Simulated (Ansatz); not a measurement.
Calculated with Ansatz (gas phase, PBE0-D4/def2-TZVP geometries, no zero-point term in ΔE). CBS: MP2 limit from def2 TZ/QZ plus the TZ coupled-cluster correction, frozen cores. This one scheme is used for every species. DFT in def2-TZVPP. For Ge outer-core shells are correlated without core-valence functions, which leaves a few kJ/mol of doubt a bond. Scalar relativity is left out up to krypton. Each species was taken in one conformer, which may not be the lowest.

`C=[CH][GeH2][Cl]` + `N[SiH](F)Cl` → `F[SiH](Cl)[NH][GeH2][Cl]` + ethylene  (ligand exchange at a Ge–C bond)

```csv
level,ΔE (kJ/mol)
PBE0-D4,-24.3
ωB97X-V,-27.7
```

Question: What does CCSD(T)/CBS give? (Best estimate.)

Answer: Ansatz gave: -27.7 kJ/mol. The listed levels differ from it by 3.4, 0.0 kJ/mol.

Largest T1 diagnostic among the species: 0.011.

In def2-TZVPP, CCSD(T) changes the Hartree–Fock value by +3.1 kJ/mol (the triples alone add −0.0 kJ/mol) and MP2 by +3.6 kJ/mol. The D4 term adds −5.7 kJ/mol with B3LYP and −3.5 kJ/mol with PBE0; it sums over pairs of atoms, weighted by their polarisabilities, and B3LYP, whose exchange is more repulsive, gets the larger term.

B3LYP here is the variant with VWN-RPA as its local correlation; programs differ in this.

CCSD(T)/CBS has its own doubt, a few kJ/mol and more with outer-core shells, so smaller differences from it don't rank the levels.
